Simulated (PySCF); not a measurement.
Relaxation of singlet Ca2S2

Level of theory: PBE0 in PySCF with Ca def2-TZVP, S def2-TZVP; no relativity; density-fitted integrals. A (50,194) grid was used.

A hand-made butterfly start, of C2v symmetry, held to at least that symmetry:

```xyz
4
charge 0 multiplicity 1, angstrom
Ca    1.7100    0.0000   -0.7307
Ca   -1.7100    0.0000   -0.7307
S     0.0000    1.5070    0.9133
S     0.0000   -1.5070    0.9133
```

Task: What forces act on the atoms at the start (eV/Å)?

Result: 
```tsv
atom	Fx	Fy	Fz
Ca1	-1.26	-0.27	1.68
Ca2	1.26	-0.27	1.68
S3	0.00	-0.41	-1.39
S4	0.00	0.95	-1.97
```

Task: What does it relax to?

Result: It ends at D2h with Ca–S 2.527 Å (×4); Ca–S–Ca 80.9° (×2), S–Ca–S 99.1° (×2) (after a last refinement on a finer grid). A frequency run shows a minimum. Other isomers or separated fragments may lie lower.

Task: How much energy is released, and in how many steps?

Result: 349.2 kJ/mol in 11 steps.

The relaxation took 42 s on 2 threads of a shared Arm Neoverse V1 host, with 146 basis functions and 12 gradients. Launch command: `OMP_NUM_THREADS=2 python axn.py task.json out`.
